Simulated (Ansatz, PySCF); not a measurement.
Pulling on the N3–H4 bond in H3NSi (SMILES N[SiH]) (multiplicity 1 held, fragments rigid). Energies count from the point at 1.009 Å.
Geometry at that point (charge 0, multiplicity 1):
```tsv
atom	x (Å)	y (Å)	z (Å)
Si	-0.2447	0.3910	0.5100
H	-0.5860	1.4739	-0.5153
N	0.3978	-0.6896	-0.6544
H	0.4631	-0.5284	-1.6484
H	0.7649	-1.5931	-0.3951
```

R- and RO- levels are restricted; in cc, def2 and unpolarised 6-31G sets they are followed outwards from rest. Unrestricted levels (U-) break spin symmetry where that is lower. Levels need not reach the same state.

Frozen-core correlation. Rows in 6-31G* carry no dispersion term and start afresh at each structure (6-31G* with six Cartesian d functions). MP2/6-31G* freezes PySCF's default core.

Codes used: Ansatz (Gaussian orbitals); PySCF for 6-31G* rows. Values without a source in brackets are computed.

Energies in kJ/mol.

| R (Å) | R-B3LYP/6-31G* | U-B3LYP/6-31G* | R-MP2/6-31G* | R-SCS-MP2/cc-pV(T+d)Z |
|---|---|---|---|---|
| 0.807 | 150 | 150 | 154 | 141 |
| 0.908 | 31 | 31 | 32 | 27 |
| 1.009 | 0 | 0 | 0 | 0 |
| 1.110 | 16 | 16 | 17 | 19 |
| 1.211 | 56 | 56 | 58 | 62 |
| 1.362 | 131 | 131 | 137 | 143 |
| 1.514 | 209 | 209 | 220 | 227 |
| 1.766 | 320 | 320 | 339 | 349 |
| 2.018 | 405 | 386 | 427 | 438 |
| 2.321 | 478 | 419 | 495 | 504 |
| 2.725 | 541 | 433 | 533 | 540 |
| 3.229 | 586 | 438 | 526 | 532 |

Doubts at one or more of the structures used: a restricted determinant that unrestricted orbitals would lower (R-B3LYP/6-31G*, R-MP2/6-31G*, R-SCS-MP2/cc-pV(T+d)Z); a spin-contaminated determinant (U-B3LYP/6-31G*).

Ansatz is a first-principles code.
